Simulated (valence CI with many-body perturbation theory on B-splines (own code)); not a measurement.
**E1 line list for Se XXIX**

Level of theory: configuration interaction combined with many-body perturbation theory (CI+MBPT): four valence electrons over a frozen Dirac-Fock core [He], a basis of 11 s, 11 p, 10 d, 8 f, 5 g, 2 h functions for each j, with the one-electron correlation potential Σ1 (screened to all orders), the two-electron term Σ2, the three-electron term Σ3, Breit, model QED; selected single and double excitations, second order for the rest, scaled by the run's own slope (own B-spline code, finite nucleus).

The last digits are not significant, and no measured levels were compared; by estimate large intervals hold to a few tenths of a per cent, small ones and those within an open d or f shell to about a per cent. Among the levels kept, up to 1200 cm⁻¹ of a level comes from second order outside the variational space, and about a tenth of that is noise between levels of different J, which matters for small intervals.

Lines 151 to 200 of 551 in falling wavelength, among levels below 17262 × 10³ cm⁻¹, chosen from the strongest by gf and those to the six lowest levels. Wavelengths and rates use the calculated energies. Electric multipoles are in the length gauge, E1 and E2 with the static RPA response of the core. Weak lines are less certain than strong ones. Lines between different terms over intervals too small for the method are left out, as are lines whose strength nearly cancels. The highest levels of a list are the least certain.

Levels are named by their leading jj configuration (3d3/2^4 stands for four electrons in 3d with j = 3/2), which in mixed levels can hold well under half, so a name can repeat and another be missing. Letters in brackets count levels of one name in rising energy.

| λ vac (Å) | Upper | Lower | A (s⁻¹) | log gf | Branch % |
| --- | --- | --- | --- | --- | --- |
| 94.92 | (2s 2p3/2^2 3d5/2) J=5 | (2s^2 2p3/2 3d5/2) J=4 | 7.82e+09 | -0.93 | 77.9 |
| 94.81 | (2p1/2 2p3/2^3) J=2 | (2s 2p3/2^3) J=2 | 4.18e+10 | -0.55 | 34.4 |
| 94.76 | (2p1/2^2 2p3/2 3p3/2) J=2 | (2s 2p1/2 2p3/2 3p3/2) J=3 [b] | 2.01e+10 | -0.87 | 0.1 |
| 94.58 | (2s 2p3/2^2 3s) J=3 | (2s^2 2p3/2 3s) J=2 | 1.65e+10 | -0.81 | 0.1 |
| 94.24 | (2p1/2^2 2p3/2 3p3/2) J=3 | (2s 2p1/2 2p3/2 3p3/2) J=4 | 1.30e+10 | -0.92 | 0.1 |
| 94.19 | (2p1/2^2 2p3/2 3p1/2) J=2 | (2s 2p1/2 2p3/2 3p1/2) J=3 | 2.17e+10 | -0.84 | 0.2 |
| 93.92 | (2p1/2^2 2p3/2 3d3/2) J=3 | (2s 2p1/2 2p3/2 3d3/2) J=4 | 2.12e+10 | -0.71 | 2.2 |
| 93.38 | (2s 2p3/2^2 3p3/2) J=4 | (2s^2 2p3/2 3p3/2) J=3 | 9.35e+09 | -0.96 | 27.4 |
| 92.78 | (2p1/2^2 2p3/2 3d5/2) J=4 | (2s 2p1/2 2p3/2 3d5/2) J=5 | 2.66e+10 | -0.51 | 21.5 |
| 92.49 | (2s 2p3/2^2 3p1/2) J=3 | (2s^2 2p3/2 3p1/2) J=2 | 9.67e+09 | -1.06 | 0.1 |
| 92.36 | (2p1/2^2 2p3/2 3s) J=2 | (2s 2p1/2 2p3/2 3s) J=3 | 1.99e+10 | -0.90 | 0.8 |
| 89.69 | (2s 2p1/2 2p3/2^2) J=2 [a] | (2s^2 2p1/2 2p3/2) J=1 | 1.85e+10 | -0.95 | 96.4 |
| 87.51 | (2p1/2 2p3/2^2 3p3/2) J=3 [b] | (2s 2p1/2 2p3/2 3p3/2) J=2 [c] | 1.04e+10 | -1.08 | 0.1 |
| 87.27 | (2s 2p1/2 2p3/2^2) J=3 | (2s^2 2p1/2 2p3/2) J=2 | 1.14e+10 | -1.04 | 78.7 |
| 87.19 | (2p3/2^3 3s) J=2 | (2s 2p3/2^2 3s) J=2 [b] | 5.56e+10 | -0.50 | 0.6 |
| 86.52 | (2p1/2 2p3/2^3) J=1 | (2s 2p1/2 2p3/2^2) J=1 [b] | 3.88e+10 | -0.88 | 24.4 |
| 85.97 | (2p3/2^3 3s) J=1 | (2s 2p3/2^2 3s) J=1 [b] | 2.56e+10 | -1.07 | 0.2 |
| 85.79 | (2p1/2 2p3/2^2 3p3/2) J=4 | (2s 2p1/2 2p3/2 3p3/2) J=3 [c] | 1.35e+10 | -0.87 | 0.1 |
| 85.59 | (2s 2p3/2^2 3p3/2) J=2 [a] | (2s^2 2p3/2 3p3/2) J=1 | 1.67e+10 | -1.04 | 0.1 |
| 85.21 | (2p1/2^2 2p3/2^2) J=2 | (2s 2p1/2 2p3/2^2) J=3 | 3.73e+10 | -0.69 | 31.9 |
| 84.88 | (2p1/2 2p3/2^2 3s) J=3 | (2s 2p1/2 2p3/2 3s) J=2 [c] | 1.80e+10 | -0.87 | 0.3 |
| 84.44 | (2p1/2 2p3/2^2 3p1/2) J=3 | (2s 2p1/2 2p3/2 3p1/2) J=2 [c] | 1.35e+10 | -1.00 | 0.1 |
| 84.09 | (2p1/2^2 2p3/2 3d5/2) J=4 | (2s 2p1/2 2p3/2 3d5/2) J=4 [a] | 1.33e+10 | -0.90 | 10.8 |
| 80.30 | (2s 2p1/2 2p3/2 3d5/2) J=4 [c] | (2s^2 2p1/2 3d5/2) J=3 | 2.34e+10 | -0.69 | 0.3 |
| 79.59 | (2s 2p1/2 2p3/2 3p3/2) J=3 [c] | (2s^2 2p1/2 3p3/2) J=2 | 3.15e+10 | -0.68 | 0.5 |
| 79.46 | (2p1/2 2p3/2^3) J=1 | (2s 2p1/2 2p3/2^2) J=2 [b] | 3.09e+10 | -1.06 | 19.5 |
| 79.25 | (2s 2p1/2 2p3/2 3d5/2) J=3 [d] | (2s^2 2p1/2 3d5/2) J=2 | 2.10e+10 | -0.86 | 0.0 |
| 78.30 | (2s 2p1/2 2p3/2 3d3/2) J=3 [b] | (2s^2 2p1/2 3d3/2) J=2 | 2.55e+10 | -0.79 | 1.2 |
| 78.14 | (2p1/2^2 2p3/2^2) J=2 | (2s 2p1/2 2p3/2^2) J=2 [a] | 2.45e+10 | -0.95 | 21.0 |
| 77.77 | (2s 2p1/2 2p3/2 3p3/2) J=2 [c] | (2s^2 2p1/2 3p3/2) J=1 | 2.87e+10 | -0.89 | 0.3 |
| 77.62 | (2p3/2^4) J=0 | (2s 2p3/2^3) J=1 | 1.72e+11 | -0.81 | 87.0 |
| 77.58 | (2s 2p1/2 2p3/2 3p1/2) J=2 [c] | (2s^2 2p1/2 3p1/2) J=1 | 3.60e+10 | -0.79 | 0.5 |
| 77.19 | (2s 2p1/2 2p3/2 3d5/2) J=2 [c] | (2s^2 2p1/2 3d5/2) J=2 | 3.52e+10 | -0.80 | 0.1 |
| 77.10 | (2s 2p1/2 2p3/2 3s) J=2 [c] | (2s^2 2p1/2 3s) J=1 | 3.58e+10 | -0.80 | 0.4 |
| 76.62 | (2s 2p3/2^2 3p3/2) J=3 [b] | (2s^2 2p3/2 3p3/2) J=2 | 1.43e+10 | -1.06 | 0.2 |
| 76.11 | (2s 2p1/2 2p3/2 3d3/2) J=2 [c] | (2s^2 2p1/2 3d3/2) J=2 | 4.14e+10 | -0.75 | 0.1 |
| 76.04 | (2s 2p3/2^2 3d5/2) J=2 [b] | (2s^2 2p3/2 3d5/2) J=1 | 2.42e+10 | -0.98 | 0.3 |
| 75.80 | (2s 2p1/2 2p3/2 3d3/2) J=2 [d] | (2s^2 2p1/2 3d3/2) J=1 | 3.28e+10 | -0.85 | 0.0 |
| 75.38 | (2s 2p1/2 2p3/2 3p1/2) J=1 [b] | (2s^2 2p1/2 3p1/2) J=1 | 5.80e+10 | -0.83 | 0.4 |
| 75.21 | (2s 2p1/2 2p3/2 3p3/2) J=1 [c] | (2s^2 2p1/2 3p3/2) J=1 | 4.14e+10 | -0.98 | 0.6 |
| 75.16 | (2s 2p1/2 2p3/2 3p1/2) J=1 [c] | (2s^2 2p1/2 3p1/2) J=0 | 4.23e+10 | -0.97 | 0.9 |
| 74.83 | (2s 2p3/2^2 3p1/2) J=2 [a] | (2s^2 2p1/2 3p3/2) J=2 | 2.97e+10 | -0.90 | 0.4 |
| 74.62 | (2s 2p3/2^3) J=2 | (2s^2 2p3/2^2) J=2 | 7.29e+10 | -0.52 | 82.6 |
| 74.60 | (2s 2p1/2 2p3/2 3d5/2) J=3 [e] | (2s^2 2p1/2 3d5/2) J=3 | 4.36e+10 | -0.59 | 0.1 |
| 74.52 | (2s 2p1/2 2p3/2 3d5/2) J=3 [e] | (2s^2 2p1/2 3d5/2) J=2 | 1.85e+10 | -0.97 | 0.0 |
| 74.47 | (2s 2p1/2^2 2p3/2) J=1 | (2s^2 2p1/2^2) J=0 | 4.33e+10 | -0.97 | 95.1 |
| 74.34 | (2s 2p3/2^2 3d5/2) J=3 [d] | (2s^2 2p3/2 3d5/2) J=3 | 5.98e+10 | -0.46 | 0.1 |
| 73.90 | (2p1/2 2p3/2^3) J=2 | (2s 2p1/2 2p3/2^2) J=2 [b] | 3.74e+10 | -0.82 | 30.8 |
| 72.89 | (2s 2p1/2 2p3/2 3s) J=1 [c] | (2s^2 2p1/2 3s) J=1 | 5.95e+10 | -0.85 | 0.8 |
| 72.86 | (2s 2p1/2 2p3/2 3d3/2) J=1 [d] | (2s^2 2p1/2 3d3/2) J=2 | 6.65e+10 | -0.80 | 0.3 |

**Question.** How does gf follow from A for the line at 76.04 Å?

**Answer.** gf = 1.4992 × (2J+1)_upper × A / σ², with σ = 1315052 cm⁻¹ and 2J+1 = 5: gf = 0.105.
